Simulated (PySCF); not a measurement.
Molfile (atoms numbered from 1):
```
C3H10FNSi
     RDKit          3D

 16 15  0  0  0  0  0  0  0  0999 V2000
   -2.3466   -0.1143   -0.7904 N   0  0  0  0  0  0  0  0  0  0  0  0
   -1.7140    0.3719    0.7355 Si  0  0  0  0  0  4  0  0  0  0  0  0
    0.0873   -0.2398    0.7710 C   0  0  0  0  0  0  0  0  0  0  0  0
    0.9178    0.3104   -0.3805 C   0  0  0  0  0  0  0  0  0  0  0  0
    2.3348   -0.2426   -0.3521 C   0  0  0  0  0  0  0  0  0  0  0  0
    3.0790    0.2670   -1.3923 F   0  0  0  0  0  0  0  0  0  0  0  0
   -3.2743    0.1795   -1.0484 H   0  0  0  0  0  0  0  0  0  0  0  0
   -2.1835   -1.0527   -1.1197 H   0  0  0  0  0  0  0  0  0  0  0  0
   -2.3997   -0.1738    1.9194 H   0  0  0  0  0  0  0  0  0  0  0  0
   -1.7938    1.8321    0.7419 H   0  0  0  0  0  0  0  0  0  0  0  0
    0.5518    0.0488    1.7147 H   0  0  0  0  0  0  0  0  0  0  0  0
    0.1133   -1.3308    0.7409 H   0  0  0  0  0  0  0  0  0  0  0  0
    0.4562    0.0504   -1.3340 H   0  0  0  0  0  0  0  0  0  0  0  0
    0.9631    1.3991   -0.3202 H   0  0  0  0  0  0  0  0  0  0  0  0
    2.8567    0.0359    0.5698 H   0  0  0  0  0  0  0  0  0  0  0  0
    2.3444   -1.3323   -0.4670 H   0  0  0  0  0  0  0  0  0  0  0  0
  1  2  1  0
  2  3  1  0
  3  4  1  0
  4  5  1  0
  5  6  1  0
  1  7  1  0
  1  8  1  0
  2  9  1  0
  2 10  1  0
  3 11  1  0
  3 12  1  0
  4 13  1  0
  4 14  1  0
  5 15  1  0
  5 16  1  0
M  END
```

Geometry: GFN2-xTB; GIAO shifts from PySCF, gas phase, non-relativistic, averaged over equivalent atoms.

At PBE0/pcSseg-1 (159 basis functions, 20 s wall time on 1 thread of an Arm Neoverse V1, shared host):
```
  atoms  δ (ppm)
     N1      4.7
    Si2    -31.4
     C5     90.3
     C4     29.3
     C3      9.1
     F6   -238.5
 H9/H10     4.91
H15/H16     4.65
H13/H14     2.01
H11/H12     0.32
  H7/H8    -0.08
```

Scale: $^{15}$N (σ = 267.73 ppm) against NH3; TMS for $^{29}$Si (σ = 349.16 ppm) and $^{13}$C (σ = 186.93 ppm) and $^{1}$H (σ = 31.72 ppm); $^{19}$F (σ = 170.95 ppm) against CFCl3 (reference shieldings calculated alike).

Q: What do these become at wB97X/pcSseg-1?

A: 
| atoms | δ at wB97X/pcSseg-1 | change |
| --- | --- | --- |
| N1 | 3.0 | -1.7 |
| Si2 | -29.9 | +1.5 |
| C5 | 89.6 | -0.7 |
| C4 | 28.5 | -0.8 |
| C3 | 8.2 | -0.9 |
| F6 | -226.3 | +12.2 |
| H9/H10 | 4.76 | -0.15 |
| H15/H16 | 4.64 | -0.01 |
| H13/H14 | 1.97 | -0.04 |
| H11/H12 | 0.25 | -0.07 |
| H7/H8 | -0.08 | +0.00 |

Scale: $^{15}$N (σref 268.57) against NH3; $^{29}$Si (σref 357.06), $^{13}$C (σref 189.62), $^{1}$H (σref 31.81) vs TMS; $^{19}$F (σref 190.68) vs CFCl3 (reference shieldings calculated alike).

The largest change is at F6 (fluorine on an sp3 carbon). Cost: 159 basis functions, 55 s wall time on 1 thread of an Intel Xeon, shared host. The order of the carbon signals is the same at both levels.

Unscaled 19F shifts against computed CFCl3 carry errors that often reach 10 to 50 ppm. Experimental scales use liquid or dissolved standards, which lie at an offset from isolated NH3 (liquid NH3: subtract about 20 ppm).
